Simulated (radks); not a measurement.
Coulomb parameter of the 4f shell of the ytterbium ion Yb3+ in the model configuration [Xe] 4f12 6p1, as a second difference U = [E(n + 1) + E(n - 1) - 2 E(n)] / (1)^2 with all orbitals relaxed. "Bare": the charge of the atom changes with n. "Screened": the 6p shell takes up the change at fixed total charge, which measures U(4f,4f) + U(6p,6p) - 2 U(4f,6p). Method: scalar-relativistic Kohn-Sham, LDA (Slater exchange, Perdew-Wang correlation), spin-unpolarised, spherical densities, point nucleus; computed with a radial shooting solver on a logarithmic mesh with Libxc functionals. Estimate both.

Answer. U(bare) = 21.305 eV, U(screened by 6p) = 10.227 eV, against the Slater integral F0(4f,4f) = 36.165 eV with frozen orbitals.
